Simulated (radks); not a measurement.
The numbers below are computed, except where a source is named.
Orbital eigenvalues (eV) of neutral chromium, [Ar] 3d5 4s1, at several levels of relativity; Dirac values are averaged over j with weights 2j + 1. Spin-unpolarised spherical Kohn-Sham, PBEsol, point nucleus unless stated (finite: rms radius 3.6452 fm), a radial shooting solver on a logarithmic mesh with Libxc functionals. A level marked "c x" has the speed of light scaled by that factor and shares open shells by 2j + 1; other Dirac levels either fill j = l - 1/2 first or share by 2j + 1.

[
 {"shell": "1s", "non-rel.": "-5827.5", "Dirac, 2j+1 shares": "-5873.2", "Dirac, c x 0.75": "-5909.8", "Dirac, c x 2": "-5838.8", "change of magnitude, last against first (%)": "+0.19"},
 {"shell": "2s", "non-rel.": "-657.00", "Dirac, 2j+1 shares": "-666.17", "Dirac, c x 0.75": "-673.52", "Dirac, c x 2": "-659.27", "change of magnitude, last against first (%)": "+0.34"},
 {"shell": "2p", "non-rel.": "-558.54", "Dirac, 2j+1 shares": "-560.14", "Dirac, c x 0.75": "-561.41", "Dirac, c x 2": "-558.94", "change of magnitude, last against first (%)": "+0.07"},
 {"shell": "3s", "non-rel.": "-72.294", "Dirac, 2j+1 shares": "-73.756", "Dirac, c x 0.75": "-74.933", "Dirac, c x 2": "-72.654", "change of magnitude, last against first (%)": "+0.50"},
 {"shell": "3p", "non-rel.": "-44.998", "Dirac, 2j+1 shares": "-45.330", "Dirac, c x 0.75": "-45.595", "Dirac, c x 2": "-45.080", "change of magnitude, last against first (%)": "+0.18"},
 {"shell": "4s", "non-rel.": "-3.9207", "Dirac, 2j+1 shares": "-4.0156", "Dirac, c x 0.75": "-4.0934", "Dirac, c x 2": "-3.9439", "change of magnitude, last against first (%)": "+0.59"},
 {"shell": "3d", "non-rel.": "-3.0111", "Dirac, 2j+1 shares": "-2.9296", "Dirac, c x 0.75": "-2.8679", "Dirac, c x 2": "-2.9905", "change of magnitude, last against first (%)": "-0.68"},
 {"shell": "4p (empty)", "non-rel.": "-0.95069", "Dirac, 2j+1 shares": "-0.95444", "Dirac, c x 0.75": "-0.95807", "Dirac, c x 2": "-0.95153", "change of magnitude, last against first (%)": "+0.09"}
]
